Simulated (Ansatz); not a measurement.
Reaction: SiPH5 (silylphosphane, SMILES [SiH3]P) → SiPH5+ (parent SMILES [SiH3]P, doublet) + e-
Each species at its own B3LYP-D3(BJ)/def2-TZVP minimum (Ansatz, a first-principles code).

Quantity: adiabatic ionisation energy (electronic), in eV. Open shells are spin-unrestricted; no spin-orbit coupling. CBS(X,Y): correlation extrapolated as X^-3, Hartree-Fock from the larger set. A bracket is a step between two methods taken in the basis named. The functionals are non-relativistic, so their misses hold any scalar relativity. Double hybrids freeze cores in their MP2 part. '+ core + X2C': CCSD(T) terms for core correlation (cc-pwCVTZ, 1s frozen past Ne) and scalar relativity (cc-pVTZ-DK). The spin of H5PSi+ (parent SMILES [SiH3]P, doublet) was assumed, and the state is the lowest solution found for it.

CCSD(T)/CBS(cc-pV(T+d)Z,cc-pV(Q+d)Z) + [CCSDT(Q) - CCSD(T)]/cc-pV(D+d)Z + core + X2C (Ansatz) gives 9.10 eV.

What does PBE/def2-TZVPD (Ansatz) give here, and how do the other levels compare?

PBE gives 8.93 eV, 0.17 eV below it. Differences of the others: r2SCAN/def2-TZVPD (Ansatz) -0.22; PBE0/def2-TZVPD (Ansatz) -0.18; wB97M-V/def2-TZVPD (Ansatz) -0.07; B2PLYP/def2-TZVPD (Ansatz) -0.21; CCSD(T)/CBS(cc-pV(T+d)Z,cc-pV(Q+d)Z) + core + X2C (Ansatz) 0.00 eV.
